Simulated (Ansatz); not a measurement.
Born–Oppenheimer molecular dynamics of CH₃BClF (7 atoms, charge 0, multiplicity 1). It goes on from the last frame of an earlier run, with new velocities.

These are results of RKS CAM-B3LYP/def2-SVP in Ansatz, not measurements.

| Property | Result |
| --- | --- |
| ensemble | NVT, Langevin thermostat |
| time step | 0.5 fs |
| steps asked | 250 |
| set temperature | 500 K |
| friction | 0.01 /fs |
| seed | 66492 |

Frames 10 fs apart, positions in Å.

Velocities at 5 fs (Å/ps):

```
B -3.57 6.56 -2.28
Cl 4.02 -7.20 1.66
F -0.28 -3.30 -0.89
C -0.60 5.44 1.13
H -22.70 -0.13 -9.97
H 14.60 9.82 20.28
H -2.81 9.30 -17.80
```

```xyz
7
Properties=species:S:1:pos:R:3 time_fs=5 energy_less_start_eV=0.189 T=317
B -0.043 0.105 0.065
Cl 0.053 -0.031 1.776
F 1.120 -0.037 -0.608
C -1.415 0.022 -0.829
H -2.004 -0.908 -0.835
H -2.123 0.842 -0.650
H -1.085 0.007 -1.865
7
Properties=species:S:1:pos:R:3 time_fs=15 energy_less_start_eV=0.049 T=604
B -0.083 0.100 -0.018
Cl 0.087 -0.102 1.791
F 1.084 -0.061 -0.611
C -1.409 0.100 -0.843
H -1.979 -0.780 -0.587
H -2.019 0.951 -0.539
H -1.191 0.239 -1.888
7
Properties=species:S:1:pos:R:3 time_fs=25 energy_less_start_eV=0.187 T=609
B -0.077 -0.014 -0.035
Cl 0.103 -0.165 1.792
F 1.054 -0.039 -0.647
C -1.411 0.244 -0.807
H -1.901 -0.653 -0.508
H -2.051 1.059 -0.408
H -1.461 0.228 -1.879
7
Properties=species:S:1:pos:R:3 time_fs=35 energy_less_start_eV=0.090 T=753
B -0.079 -0.065 0.008
Cl 0.108 -0.212 1.755
F 1.081 -0.045 -0.728
C -1.478 0.301 -0.712
H -2.159 -0.519 -0.526
H -2.009 1.159 -0.193
H -1.412 0.362 -1.799
7
Properties=species:S:1:pos:R:3 time_fs=45 energy_less_start_eV=0.218 T=441
B -0.044 -0.002 -0.026
Cl 0.117 -0.254 1.687
F 1.046 -0.061 -0.796
C -1.488 0.267 -0.587
H -2.319 -0.434 -0.514
H -1.865 1.254 -0.176
H -1.274 0.683 -1.569
7
Properties=species:S:1:pos:R:3 time_fs=55 energy_less_start_eV=0.109 T=468
B -0.066 0.026 -0.060
Cl 0.132 -0.293 1.629
F 0.971 -0.052 -0.835
C -1.450 0.346 -0.556
H -2.143 -0.532 -0.515
H -1.836 1.174 0.114
H -1.400 0.497 -1.650
7
Properties=species:S:1:pos:R:3 time_fs=65 energy_less_start_eV=0.180 T=228
B -0.102 0.009 -0.101
Cl 0.149 -0.327 1.605
F 0.937 -0.043 -0.910
C -1.478 0.399 -0.627
H -2.001 -0.544 -0.254
H -2.010 1.126 0.078
H -1.653 0.783 -1.653
7
Properties=species:S:1:pos:R:3 time_fs=75 energy_less_start_eV=0.057 T=275
B -0.097 0.038 -0.155
Cl 0.161 -0.344 1.591
F 0.931 -0.022 -0.977
C -1.554 0.416 -0.662
H -2.265 -0.476 -0.682
H -1.957 1.212 0.045
H -1.663 0.689 -1.734
7
Properties=species:S:1:pos:R:3 time_fs=85 energy_less_start_eV=0.150 T=235
B -0.156 0.035 -0.179
Cl 0.164 -0.360 1.553
F 0.900 -0.002 -1.020
C -1.606 0.387 -0.670
H -2.399 -0.431 -0.666
H -2.115 1.193 -0.033
H -1.372 0.886 -1.646
7
Properties=species:S:1:pos:R:3 time_fs=95 energy_less_start_eV=0.003 T=333
B -0.197 -0.017 -0.153
Cl 0.167 -0.386 1.507
F 0.832 -0.014 -1.022
C -1.631 0.393 -0.675
H -2.302 -0.497 -0.908
H -2.122 1.048 0.097
H -1.600 0.910 -1.700
7
Properties=species:S:1:pos:R:3 time_fs=105 energy_less_start_eV=0.004 T=347
B -0.219 -0.028 -0.202
Cl 0.168 -0.392 1.465
F 0.771 -0.062 -0.999
C -1.661 0.369 -0.690
H -2.109 -0.638 -0.868
H -2.304 0.781 0.113
H -1.661 1.051 -1.576
7
Properties=species:S:1:pos:R:3 time_fs=115 energy_less_start_eV=0.031 T=444
B -0.305 -0.002 -0.167
Cl 0.156 -0.409 1.444
F 0.748 -0.129 -1.031
C -1.692 0.307 -0.645
H -2.010 -0.637 -1.114
H -2.370 0.672 0.135
H -1.725 1.036 -1.439
```

Of the whole run (125 fs, mean temperature of the second half 344 K): The mean temperature of the second half is 31 % below the set value. A run of 0.12 ps of so small a system gives no equilibrium averages.

Run time: 6 min on 2 threads of Arm Neoverse V1, on a shared host, peak memory 0.15 GiB.
